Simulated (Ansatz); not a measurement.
System: MgCl, charge 0, doublet. MgCl (SMILES [Mg][Cl], doublet).
B3LYP-D3(BJ)/def2-TZVP minimum from Ansatz (a first-principles code):
```xyz
2

Mg     0.0000     0.0000    -1.3021
Cl     0.0000     0.0000     0.9191
```
Charge 0, spin multiplicity 2.

Total energies in hartree (Ansatz). Radicals and triplets start from unrestricted determinants; spin-orbit coupling is neglected. Correlated methods leave the cores frozen. No relativity. Where a partner has so few electrons that a lower coupled-cluster level is exact, that level stands in. The spin of ClMg ([Mg][Cl], doublet) was assumed, and the state is the lowest solution found for it.

```tsv
species	HF/def2-TZVPP	CCSD(T)/def2-TZVPP	HF/def2-QZVPP	CCSD(T)/def2-QZVPP	CCSDT(Q)/def2-QZVPP
1: MgCl (SMILES [Cl][Mg], doublet)	-659.18877	-659.42004	-659.21062	-659.46569	-659.46675
2: Mg (singlet)	-199.60663	-199.63935	-199.61449	-199.64829	-199.64829
3: Cl (doublet)	-459.47685	-459.66464	-459.48954	-459.69535	-459.69632
```

Task: Work out the atomisation energy (electronic, to ground-state atoms) in kcal/mol: take Hartree-Fock from def2-QZVPP, extrapolate the CCSD(T) correlation energy as X^-3 (X = 3, 4), and add CCSDT(Q) - CCSD(T) in def2-QZVPP. 1 hartree = 627.51 kcal/mol.

Result: 
Species 1: correlation (64·(-0.25507) - 27·(-0.23127))/37 = -0.27244; step -0.00106; E1 = -659.21062 + (-0.27244) + (-0.00106) = -659.48412
Species 2: correlation (64·(-0.03380) - 27·(-0.03272))/37 = -0.03459; step +0.00000; E2 = -199.61449 + (-0.03459) + (+0.00000) = -199.64908
Species 3: correlation (64·(-0.20581) - 27·(-0.18779))/37 = -0.21896; step -0.00097; E3 = -459.48954 + (-0.21896) + (-0.00097) = -459.70947
-1·E1 +1·E2 +1·E3 = 0.12557 hartree = 78.8 kcal/mol.
